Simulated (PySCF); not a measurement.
A structure optimised at B3LYP-D3(BJ)/def2-SVP, used in a PySCF frequency run:

```
Sn
F 1 1.9163
F 1 1.9163 2 107.38
F 1 1.9163 2 107.38 3 115.21
Cl 1 2.3102 2 111.49 3 -122.40
```

**Question.** Write its SMILES, formula and point group.

**Answer.** [F][Sn]([F])([F])[Cl], ClF3Sn, C3v

**Question.** What are its rotational constants (standard atomic weights)?

**Answer.** 2.7888, 1.6869, 1.6869 GHz
